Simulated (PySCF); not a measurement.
Stationary points of BrTaN

All numbers come from PySCF, PBE0, basis Ta def2-TZVP with ECP60, N def2-TZVP, Br def2-TZVP (scalar-relativistic core potentials, no spin–orbit coupling, density fitting).

Relaxations began from a few typed shapes; open shells are unrestricted. The search is not exhaustive: other isomers or separated fragments can lie lower, and high-lying points may rest on an excited occupation.

```tsv
spin	group	bonds	angles	imaginary modes (cm⁻¹)	ΔE (kJ/mol)	ΔE with ZPE (kJ/mol)
doublet	Cs	Ta–Br 2.441 Å, Ta–N 1.680 Å	Br–Ta–N 105.7°	none	0.0	0.0
doublet	C∞v	Ta–Br 2.585 Å, Ta–N 1.691 Å	Br–Ta–N 180.0°	176i, 176i	146.8	–
```

The lowest minimum found is the doublet Cs: Ta–Br 2.441 Å, Ta–N 1.680 Å; Br–Ta–N 105.7°.

Formally Ta is in oxidation state +4, d1, with 1 unpaired electron. The Mulliken spin on Ta is 1.19. The polar-tensor charge on Ta, 1.17, is far below the formal one.

For the lowest minimum: other spin states or occupations of the open shell can lie lower. With an element this heavy the missing spin–orbit coupling can shift these numbers.
